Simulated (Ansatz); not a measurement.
`ClC[SiH]1O[SiH2]1` → `[CH2]` (triplet) + `Cl[SiH]1O[SiH2]1`  (formal loss of a carbene)

Isolated molecules relaxed with PBE0-D4/def2-TZVP in Ansatz; ΔE leaves out vibrations. CBS: MP2 limit from def2 TZ/QZ plus the TZ coupled-cluster correction, frozen cores. This one scheme is used for every species. DFT in def2-TZVPP. Triplets are unrestricted, without spin–orbit coupling. One conformer a species, not always the lowest.

(1) Is it downhill or uphill in electronic energy at CCSD(T)/CBS, and by how much? (An estimate is asked.)

(2) What do these levels give: PBE-D4, r2SCAN-D4, ωB97X-V, ωB97M-V, MP2/def2-TZVPP, SCS-MP2/def2-TZVPP, CCSD(T)/def2-TZVPP, HF/def2-QZVPP, SCS-MP2/def2-QZVPP, HF/CBS(def2), MP2/CBS(def2), CCSD/CBS(def2)? (Estimate.)

Largest T1 diagnostic among the species: 0.014.

## Answers

(1) Ansatz gave: Uphill: ΔE = +302.0 kJ/mol.

(2) Ansatz gave: PBE-D4 313.9, r2SCAN-D4 277.9, ωB97X-V 312.9, ωB97M-V 303.9, MP2/def2-TZVPP 299.1, SCS-MP2/def2-TZVPP 302.1, CCSD(T)/def2-TZVPP 291.2, HF/def2-QZVPP 148.3, SCS-MP2/def2-QZVPP 309.5, HF/CBS(def2) 148.3, MP2/CBS(def2) 309.9, CCSD/CBS(def2) 289.4 kJ/mol.

The D4 term adds +10.6 kJ/mol with B3LYP and +5.8 kJ/mol with PBE0; it sums over pairs of atoms, weighted by their polarisabilities, and B3LYP, whose exchange is more repulsive, gets the larger term. From PBE to PBE0 (25 % exact exchange), in def2-TZVPP and without D4, ΔE moves by −12.1 kJ/mol. In def2-TZVPP, CCSD(T) changes the Hartree–Fock value by +142.9 kJ/mol (the triples alone add +12.5 kJ/mol) and MP2 by +150.9 kJ/mol.

B3LYP here is the variant with VWN-RPA as its local correlation; programs differ in this.
